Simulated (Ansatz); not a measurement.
Ansatz (a program for electronic structure) input:

Ansatz 0.2 input:
```yaml
crystal:
  periodic: [false, false, false]
  atoms:
    - {symbol: Na, position_ang: [-0.00000000, -0.00000000, -1.06477101]}
    - {symbol: O, position_ang: [0.00000000, 0.00000000, 1.19274953]}
    - {symbol: H, position_ang: [0.00000000, 0.00000000, 2.17048488]}
basis:
  gaussian:
    orbitals: def2-TZVP
hamiltonian:
  xc: b3lyp
  dispersion: d3bj
total_charge: 1
magnetization: {spin_polarized: true, initial_magnetization: 1}
phonons: {temperatures: {t_min: 298.15, t_max: 298.15, t_step: 100}}
```

Q: Which total energy does the run end on?

A: -237.88991 Eh (B3LYP-D3(BJ)/def2-TZVP). The basis has 69 functions.
